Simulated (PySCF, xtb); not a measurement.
In(Br)(OH)2 (BrH₂InO₂), SMILES [OH][In]([OH])[Br].

GFN2-xTB run with xtb at its own geometry gives an orbital gap of 2.98 eV and a dipole moment of 2.89 D.

Geometry optimised at B3LYP-D3(BJ)/def2-SVP. The structure was generated by enumeration; whether it is a known compound was not checked. The def2 effective core potentials stand for the cores of In; spin–orbit coupling is left out. Other conformers were not sampled.

Problem. What does PBE/def2-TZVP (PySCF) give? (Estimate from the structure and the level; the computed values follow.)

Solution. gap 3.83 eV (levels -7.21 and -3.38 eV), dipole 1.48 D.
